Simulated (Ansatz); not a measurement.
## A geometry optimisation of C3H9AlO with PBE0-D3(BJ)/def2-SVP

The starting geometry of this gas-phase triplet was optimised with GFN2-xTB as a singlet; its bonds are those of `C[CH2][Al]([CH3])[OH]`.

```xyz
14

C    -0.7232    1.1003   -1.1796
C     0.6890    0.5070   -1.2156
C     0.6981    0.8638    2.3052
Al    1.5733    0.3343    0.5877
O     3.1051   -0.2682    0.6132
H    -1.3874    0.4826   -0.5762
H    -0.7106    2.0987   -0.7437
H    -1.1469    1.1742   -2.1829
H     1.3175    1.1245   -1.8728
H     0.6519   -0.4754   -1.7073
H     1.2295    1.6918    2.7821
H    -0.3396    1.1763    2.1813
H     0.7078    0.0409    3.0251
H     3.9860   -0.6140    0.6187
```

Problem. Where would you expect an optimisation with PBE0-D3(BJ)/def2-SVP to take it?

Solution. It loosens into CH4AlO + C2H5, which stay close as a complex. Contacts that open: C2–Al4 (2.02 → 2.57 Å).

The energy falls by 2.44 eV over 28 steps:

| step | E − E(last) (eV) |
| --- | --- |
| 1 | 2.444 |
| 4 | 0.985 |
| 7 | 0.270 |
| 10 | 0.152 |
| 13 | 0.084 |
| 16 | 0.002 |
| 19 | 0.001 |
| 22 | 0.000 |
| 25 | 0.000 |
| 28 | 0.000 |

Final geometry (Å):

```csv
atom,x (Å),y (Å),z (Å)
C,-0.7409,1.0400,-1.0804
C,0.7161,0.7778,-1.1319
C,0.6687,0.9165,2.0674
Al,1.4732,-0.5195,0.9555
O,3.1505,-0.3235,0.5802
H,-1.3162,0.1276,-0.8523
H,-0.9967,1.8114,-0.3399
H,-1.1046,1.3997,-2.0638
H,1.4315,1.5938,-0.9873
H,1.0871,-0.0769,-1.7108
H,1.0685,1.9059,1.7928
H,-0.4294,0.9314,2.0013
H,0.9445,0.7082,3.1152
H,3.6982,-1.0555,0.2891
```

No frequencies were run, so the end isn't proven a minimum. Open shells are spin-unrestricted. The triplet needn't be the ground state. Run with Ansatz 0.2.0, 9.5 min on 2 threads of Intel(R) Xeon(R) Processor @ 2.50GHz (Skylake/Cascade Lake), on a shared host.
